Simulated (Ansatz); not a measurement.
A nudged elastic band was laid between two geometries of CH6AlFO2 (11 atoms, charge 0, multiplicity 1).

The calculation used RKS B3LYP/def2-SVP (Ansatz 0.2.0).

```yaml
movable_images: 7
climbing_image: yes
spring: 5.0 eV/Å²
optimiser: quadratic models (default)
start_path: through a guess of the saddle point
force_threshold: 0.05 eV/Å
iteration_limit: 60
end_points: relaxed
```

Initial state:

```xyz
11
Properties=species:S:1:pos:R:3
Al -0.076 0.120 0.439
C 1.069 1.140 -0.763
O -1.541 -0.859 -0.502
O 0.340 -1.458 1.051
H -2.385 -0.584 -0.108
F -1.128 1.000 1.431
H 0.483 1.857 -1.364
H 1.809 1.733 -0.195
H 1.633 0.500 -1.463
H -1.307 -1.720 -0.090
H 1.103 -1.729 1.565
```

Final state:

```xyz
11
Properties=species:S:1:pos:R:3
Al -0.584 -0.881 0.690
C 0.655 1.264 -0.765
O -1.408 -1.469 -0.667
O 0.878 -1.630 1.115
H -0.147 1.511 -0.051
F -1.303 0.234 1.704
H 0.230 1.052 -1.755
H 1.333 2.128 -0.821
H 1.244 0.397 -0.421
H -2.292 -1.198 -0.926
H 1.394 -1.408 1.895
```

Task: Which bonds break or form, and what moves?

Result: Bonds broken: Al1–C2, O3–H5. Bonds formed: C2–H5. CH6AlFO2 becomes AlFH2O2 + CH4.

Task: Give the energies along the band, and the barrier.

Result: It converged. The highest image is number 4 of 0 to 8, 1.39 eV above the first end and 1.74 eV above the last; the last end lies 0.35 eV below the first. Beside the main top the profile has a ripple of under 15 meV (maxima at images 4, 7), which may be a very shallow well or noise. A vibrational analysis at the climbing image gives one clearly imaginary mode, 299i cm⁻¹: a first-order saddle point. The orbitals stay closed-shell, which can raise the energy where a bond breaks towards radicals; this wasn't checked here.

| image | path coordinate (Å) | energy (eV) | Al1–C2 (Å) | O3–H5 (Å) | C2–H5 (Å) |
| --- | --- | --- | --- | --- | --- |
| 0 | 0.00 | 0.00 | 1.95 | 0.97 | 3.92 |
| 1 | 1.00 | 0.11 | 1.94 | 0.99 | 3.54 |
| 2 | 2.00 | 0.97 | 1.94 | 1.76 | 3.24 |
| 3 | 3.01 | 1.31 | 1.96 | 2.82 | 3.00 |
| 4 | 4.01 | 1.39 | 1.96 | 3.32 | 2.54 |
| 5 | 5.30 | 0.67 | 2.25 | 2.95 | 1.25 |
| 6 | 6.59 | -0.33 | 2.85 | 3.22 | 1.10 |
| 7 | 7.88 | -0.32 | 2.92 | 3.29 | 1.10 |
| 8 | 9.17 | -0.35 | 2.87 | 3.29 | 1.10 |

Task: What is the geometry of the highest image?

Result: 
```xyz
11
Properties=species:S:1:pos:R:3
Al -0.088 -0.566 0.035
C 0.802 0.941 -0.855
O -1.424 -1.218 -0.823
O 0.730 -1.534 1.173
H -0.945 1.596 0.864
F -1.116 0.790 1.311
H 0.112 1.591 -1.423
H 1.404 1.577 -0.182
H 1.511 0.540 -1.601
H -1.799 -2.079 -0.618
H 0.814 -1.638 2.119
```

Time of the run: 15 min on 2 threads of Arm Neoverse V1, with other jobs on the host, peak memory 0.22 GiB.
